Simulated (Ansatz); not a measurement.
```
atom   x (Å)    y (Å)    z (Å)
   C  0.0000   0.0040  -0.7856
   C  0.0000  -0.0040   0.7856
   C  0.0000   1.2033  -1.5962
   C  0.0000  -1.2033   1.5962
   H  0.0000  -1.0549  -1.3170
   H  0.0000   1.0549   1.3170
   H  0.0000   1.1529  -2.7750
   H  0.0000   2.2776  -1.1027
   H  0.0000  -1.1529   2.7750
   H  0.0000  -2.2776   1.1027
```

Basis set: cc-pVDZ (spherical functions). Left uncorrelated: 4 orbitals. Charge 0, multiplicity 1.

Computed with Ansatz (development build ahead of 0.2.0); each method stands on the lowest determinant of its kind that the runs found. Restricted open shells among the atoms or ions are ROHF, correlated in semicanonical orbitals with singles.

The atomization energy at this shape (free ground-state atoms in the same class of orbitals less the molecule, no zero-point energy) of singlet C₄H₆:

```
 method  atomization energy
RHF-MP2       3867.4 kJ/mol
```

Q: What does RHF give?

A: 2981.8 kJ/mol. Caution: in another basis set an unrestricted determinant lies well below; the shape is not the minimum.
